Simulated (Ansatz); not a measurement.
Two members of one family (Same ligands, another metal), computed with Ansatz in the gas phase; def2 core potentials for Tc, no spin–orbit coupling. The two geometries come from different levels. Binding counts from free atoms in the multiplicity of their measured ground term, without zero-point energy. A dash marks a value that wasn't run or was left out as unsound. The structures are stationary points that may keep the symmetry of their start. Remarks come from the PBE and PBE0 runs and from stability tests at other levels; not every state was tested. HOMO above LUMO (over both spins in singlets and doublets, within one spin in higher multiplets; at PBE or PBE0), or a gap under 0.15 eV within one spin, warns that the state may not be the lowest or that an electron is smeared out.

First: TcO3Br (singlet, charge 0, r2SCAN-D4/def2-SVP geometry).

```xyz
5

Tc   -0.052    0.013   -0.133
O     1.070   -0.572   -1.231
O    -1.475   -0.863   -0.260
O    -0.357    1.631   -0.446
Br    0.813   -0.209    2.070
```

```
              level  HOMO (eV)  LUMO (eV)  gap (eV)  vertical IE (eV)  vertical triplet (eV)  binding per atom (eV)
    PBE-D4/def2-SVP      -8.24      -4.68      3.57                 –                      –                   4.75
  BLYP-D4/def2-TZVP      -8.16      -4.66      3.50                 –                      –                   4.54
r2SCAN-D4/def2-TZVP      -8.68      -4.85      3.83             11.64                   3.44                   4.31
   PBE0-D4/def2-SVP      -9.63      -4.20      5.43                 –                      –                   3.99
  PBE0-D4/def2-TZVP      -9.63      -4.18      5.45             11.77                   3.19                   3.98
```

Metal–donor distances: 3 × O 1.68 Å, 1 × Br 2.38 Å. Remarks: restricted SCF unstable in HF, gap within one spin near zero at PBE or PBE0 (+1 doublet), gap within one spin near zero at PBE or PBE0 (triplet).

Second: MnO3Br (singlet, charge 0, PBE0-D4/def2-SVP geometry).

```xyz
5

Mn    0.013   -0.165   -0.068
O    -0.536   -0.120   -1.499
O     1.499   -0.546   -0.046
O    -0.818   -1.093    0.827
Br   -0.158    1.923    0.786
```

Estimate how these quantities change from the first to the second (second minus first).


| level | Δ HOMO (eV) | Δ LUMO (eV) | Δ gap (eV) | Δ vertical IE (eV) | Δ vertical triplet (eV) | Δ binding per atom (eV) |
| --- | --- | --- | --- | --- | --- | --- |
| PBE-D4/def2-SVP | 0.37 | -1.18 | -1.55 | – | – | -0.92 |
| BLYP-D4/def2-TZVP | 0.31 | -1.15 | -1.46 | – | – | -0.94 |
| r2SCAN-D4/def2-TZVP | 0.34 | -1.25 | -1.58 | -0.19 | -1.44 | -1.02 |
| PBE0-D4/def2-SVP | 0.42 | -1.18 | -1.60 | – | – | -1.37 |
| PBE0-D4/def2-TZVP | 0.37 | -1.10 | -1.47 | -0.33 | -1.65 | -1.35 |

Metal–donor distances: 3 × O 1.53 Å, 1 × Br 2.26 Å. Remarks: restricted SCF unstable in HF, gap within one spin near zero at PBE or PBE0 (+1 doublet), spin-contaminated (⟨S²⟩ up to 0.88) (+1 doublet), gap within one spin near zero at PBE or PBE0 (triplet).
